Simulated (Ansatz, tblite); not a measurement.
Forces on the cluster Li3Te⁺ at its PBE0-D4/def2-TZVP geometry. Charge 1, multiplicity 1.

In the def2 sets Te takes a core potential; there is no spin–orbit coupling. The xTB rows come from tblite. The structure comes from a short search, and lower isomers may exist.

GFN1-xTB (tblite), largest force 0.55 eV/Å:

```xyz
4
positions Å, forces eV/Å
Li   -1.634    0.057    1.774    0.446    0.003   -0.314
Li    0.448    2.003   -1.268   -0.007   -0.420    0.347
Li    0.785   -2.127   -0.824   -0.080    0.477    0.251
Te    0.401    0.067    0.318   -0.359   -0.060   -0.284
```

GFN2-xTB (tblite), largest force 0.51 eV/Å:

```
Li -0.418 -0.007 0.253
Li -0.021 0.363 -0.325
Li 0.043 -0.423 -0.241
Te 0.396 0.066 0.313
```

BLYP-D4/def2-TZVP (Ansatz), largest force 0.08 eV/Å:

```
Li -0.064 -0.001 0.043
Li -0.001 0.059 -0.050
Li 0.010 -0.067 -0.037
Te 0.056 0.009 0.044
```
